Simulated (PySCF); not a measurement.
Compound: C5H6F2.
SMILES with atom numbers: `[CH2:1]=[C:2]([F:3])/[C:4]([F:5])=[CH:6]\[CH3:7]` (hydrogens: H8, H9 on C1; H10 on C6; H11, H12, H13 on C7)

Method: PBE0-D3(BJ)/def2-SVP geometry optimisation, gas phase in PySCF; density fitting, grid level 1; the optimiser is geomeTRIC in internal coordinates, started from a GFN2-xTB structure.

The end geometry, which sets the zero of energy:
```
atom  x, y, z in Å
C1     -2.2759    0.9917   -0.5020
C2     -1.1539    0.2787   -0.3914
F3     -0.9662   -0.8059   -1.1483
C4     -0.0544    0.5769    0.5269
F5     -0.3505    1.6201    1.3183
C6      1.1397   -0.0128    0.6706
C7      1.7290   -1.1604   -0.0749
H8     -2.4210    1.8729    0.1196
H9     -3.0471    0.6904   -1.2115
H10     1.7539    0.4322    1.4614
H11     2.7500   -0.9097   -0.4040
H12     1.8227   -2.0408    0.5837
H13     1.1413   -1.4520   -0.9507
```

Question: These geometries come from the run, each turned onto the end geometry. Order them by energy, lowest first.
A.
```
atom  x, y, z in Å
C1     -2.2685    0.9889   -0.4996
C2     -1.1446    0.2884   -0.4080
F3     -0.9688   -0.7803   -1.2172
C4     -0.0486    0.5633    0.5110
F5     -0.3413    1.6150    1.3264
C6      1.1398   -0.0162    0.6779
C7      1.7243   -1.1636   -0.0631
H8     -2.4365    1.8423    0.1284
H9     -3.0309    0.7150   -1.2051
H10     1.7627    0.4027    1.4583
H11     2.7046   -0.8819   -0.4471
H12     1.8724   -1.9983    0.6229
H13     1.1031   -1.4940   -0.8870
```
B.
```
atom  x, y, z in Å
C1     -2.2734    0.9879   -0.5085
C2     -1.1520    0.2769   -0.3850
F3     -0.9646   -0.8080   -1.1413
C4     -0.0539    0.5797    0.5343
F5     -0.3416    1.6173    1.3362
C6      1.1402   -0.0098    0.6727
C7      1.7238   -1.1567   -0.0781
H8     -2.4182    1.8746    0.1053
H9     -3.0437    0.6788   -1.2159
H10     1.7588    0.4338    1.4610
H11     2.7460   -0.9108   -0.4075
H12     1.8126   -2.0388    0.5787
H13     1.1336   -1.4436   -0.9541
```
C.
```
atom  x, y, z in Å
C1     -2.2761    1.0053   -0.5083
C2     -1.1696    0.2712   -0.3787
F3     -1.0196   -0.8391   -1.1051
C4     -0.0628    0.5641    0.5344
F5     -0.3605    1.6090    1.3210
C6      1.1349   -0.0227    0.6688
C7      1.7458   -1.1594   -0.0784
H8     -2.4046    1.9066    0.0875
H9     -3.0526    0.7053   -1.2123
H10     1.7456    0.4244    1.4605
H11     2.7672   -0.8896   -0.3904
H12     1.8433   -2.0490    0.5668
H13     1.1765   -1.4450   -0.9680
```
D.
```
atom  x, y, z in Å
C1     -2.2579    0.9805   -0.5230
C2     -1.1432    0.2641   -0.3676
F3     -0.9702   -0.8549   -1.0743
C4     -0.0531    0.5809    0.5598
F5     -0.3284    1.6292    1.3493
C6      1.1423   -0.0076    0.6917
C7      1.7061   -1.1445   -0.0887
H8     -2.4114    1.8841    0.0634
H9     -3.0172    0.6645   -1.2391
H10     1.7686    0.4231    1.4815
H11     2.7261   -0.8909   -0.4193
H12     1.7976   -2.0502    0.5346
H13     1.1083   -1.3970   -0.9706
```

Answer: B (0.002 eV), C (0.005 eV), D (0.013 eV), A (0.045 eV).

In the order of the answer:

```json
{"step": "5", "E above end (eV)": "0.002", "largest force (eV/Å)": "0.12", "rms force component (eV/Å)": "0.029", "rms distance from end (Å)": "0.010", "rms bond change (Å)": "0.000", "bond most changed (Å)": "C4=C6 -0.001"}
{"step": "3", "E above end (eV)": "0.005", "largest force (eV/Å)": "0.16", "rms force component (eV/Å)": "0.047", "rms distance from end (Å)": "0.032", "rms bond change (Å)": "0.001", "bond most changed (Å)": "C4–F5 -0.001"}
{"step": "2", "E above end (eV)": "0.013", "largest force (eV/Å)": "0.27", "rms force component (eV/Å)": "0.071", "rms distance from end (Å)": "0.047", "rms bond change (Å)": "0.001", "bond most changed (Å)": "C2–C4 +0.003"}
{"step": "0", "E above end (eV)": "0.045", "largest force (eV/Å)": "1.06", "rms force component (eV/Å)": "0.343", "rms distance from end (Å)": "0.046", "rms bond change (Å)": "0.013", "bond most changed (Å)": "C4–F5 +0.020"}
```

What follows is the cost of the whole optimisation. The run took 35 s on one thread of an Arm Neoverse V1, shared host with 64 logical CPUs at a one-minute load of 19, and the process peaked at 0.55 GiB of memory.
